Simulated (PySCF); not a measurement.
Cl₃HOZr, multiplicity 1. Atoms are numbered in the order given.

```xyz
6

Zr     0.0000     0.0000     0.2154
Cl    -1.9257     1.1118    -0.5594
Cl     1.9257     1.1118    -0.5594
Cl     0.0000    -2.2236    -0.5594
O      0.0000     0.0000     2.1060
H      0.0000     0.0000     3.0671
```

The structure is a stationary point at B3LYP-D3(BJ)/def2-SVP. The spin state was assumed, not searched. The isomer is the one that the SMILES or the coordinates give; other isomers of the formula were not compared. The def2 effective core potentials stand for the cores of Zr; spin–orbit coupling is left out. The values are those of a single conformer.

Method: M06-2X/def2-TZVP (PySCF).

The molecule is in vacuum.

Computed frontier levels, gap, dipole moment and polarisability:
- highest occupied level = -10.62 eV
- lowest empty level = -1.30 eV
- orbital gap = 9.32 eV
- dipole moment = 0.620 e·Å
- quadrupole, principal values (traceless, Buckingham form, about the centre of nuclear charge) = -6.56, -6.56, 13.12 D·Å
- mean static polarisability = 78.5 bohr³ (11.64 Å³)
- polarisability, principal values = 71.0, 82.3, 82.3 bohr³
